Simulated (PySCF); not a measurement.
Run times: cadmium in aug-cc-pwCVTZ-PP with ECP28MDF

Measured wall times of calculations with PySCF 2.14 in aug-cc-pwCVTZ-PP with ECP28MDF, with scalar relativity through the core potential, run from one Python driver. Hardware: 1 thread of Neoverse-V1 on a shared host, 1.3 GiB allowed. The two-electron integrals over 122 functions were computed once and kept in memory (1.8 CPU seconds with the set-up); the times below exclude them. Kohn-Sham runs start from converged Hartree-Fock orbitals.

Launch command (the driver calls PySCF for each step listed in the task file):

```bash
OMP_NUM_THREADS=1 python atomrun2.py TASK.json OUT
```

```json
{"species": "Cd⁺ [Kr] 4d10 5p1", "step": "UHF", "iterations": "8", "wall time (s)": "4.9"}
{"species": "Cd⁺ [Kr] 4d10 5p1", "step": "LDA", "iterations": "6", "wall time (s)": "1.6"}
{"species": "Cd⁺ [Kr] 4d10 5p1", "step": "PBE", "iterations": "7", "wall time (s)": "2.4"}
{"species": "Cd⁺ [Kr] 4d10 5p1", "step": "PBE0", "iterations": "7", "wall time (s)": "4.5"}
{"species": "Cd⁺ [Kr] 4d10 5p1", "step": "r2SCAN", "iterations": "7", "wall time (s)": "6.5"}
{"species": "Cd⁺ [Kr] 4d10 5p1", "step": "CAM-B3LYP", "iterations": "8", "wall time (s)": "9"}
{"species": "Cd⁺ [Kr] 4d10 5p1", "step": "BLYP", "iterations": "6", "wall time (s)": "2.1"}
{"species": "Cd⁺ [Kr] 4d10 5p1", "step": "B3LYP", "iterations": "7", "wall time (s)": "4.5"}
{"species": "Cd⁺ [Kr] 4d10 5p1", "step": "MP2 (11 electrons)", "iterations": "", "wall time (s)": "1.7"}
{"species": "Cd⁺ [Kr] 4d10 5p1", "step": "MP2 (19 electrons)", "iterations": "", "wall time (s)": "2.5"}
{"species": "Cd⁺ [Kr] 4d9 5s1 6s1", "step": "UHF", "iterations": "8", "wall time (s)": "4.9"}
{"species": "Cd⁺ [Kr] 4d9 5s1 6s1", "step": "LDA", "iterations": "8", "wall time (s)": "2"}
{"species": "Cd⁺ [Kr] 4d9 5s1 6s1", "step": "PBE", "iterations": "8", "wall time (s)": "2.7"}
{"species": "Cd⁺ [Kr] 4d9 5s1 6s1", "step": "PBE0", "iterations": "9", "wall time (s)": "5.5"}
{"species": "Cd⁺ [Kr] 4d9 5s1 6s1", "step": "r2SCAN", "iterations": "11", "wall time (s)": "9.7"}
{"species": "Cd⁺ [Kr] 4d9 5s1 6s1", "step": "BLYP", "iterations": "12", "wall time (s)": "3.9"}
{"species": "Cd⁺ [Kr] 4d9 5s1 6s1", "step": "B3LYP", "iterations": "9", "wall time (s)": "5.6"}
{"species": "Cd⁺ [Kr] 4d9 5s1 6s1", "step": "MP2 (11 electrons)", "iterations": "", "wall time (s)": "1.9"}
{"species": "Cd⁺ [Kr] 4d9 5s1 6s1", "step": "MP2 (19 electrons)", "iterations": "", "wall time (s)": "2.6"}
```

Q: Roughly how long does CAM-B3LYP take for Cd⁺ [Kr] 4d9 5s1 6s1 here?

A: About 10 s.

Peak memory of the process: 0.75 GiB. Times on a shared host vary from run to run.
